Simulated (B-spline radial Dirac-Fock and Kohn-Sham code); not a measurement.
**Relativistic shifts of the levels of Sn¹⁷⁺**

System: tin as Sn¹⁷⁺, configuration [Ar] 3d10 4s2 4p3.

Both columns are ΔSCF binding energies of the configuration average from a B-spline atomic structure program: non-relativistic Hartree-Fock with a point nucleus, and Dirac-Fock with a finite nucleus and the Coulomb interaction alone, averaged over the two j levels with weights 2j+1.

```tsv
shell	Hartree-Fock (eV)	Dirac-Fock (eV)	shift (eV)	shift (%)
1s	28731.8	29767.0	+1035.13	+3.60
2s	4692.6	4947.3	+254.64	+5.43
3s	1277.0	1332.4	+55.37	+4.34
3d	939.5	933.2	-6.30	-0.67
4s	507.5	522.0	+14.48	+2.85
4p	464.9	469.7	+4.78	+1.03
```

Relativity binds 1s, 2s, 3s, 4s, 4p more strongly, among those listed most of all 2s in relative terms, and 3d more weakly, because the contracted s and p shells screen the nucleus better.

Values without a named source are computed, but for edge energies of neutral atoms, which are taken from tables.
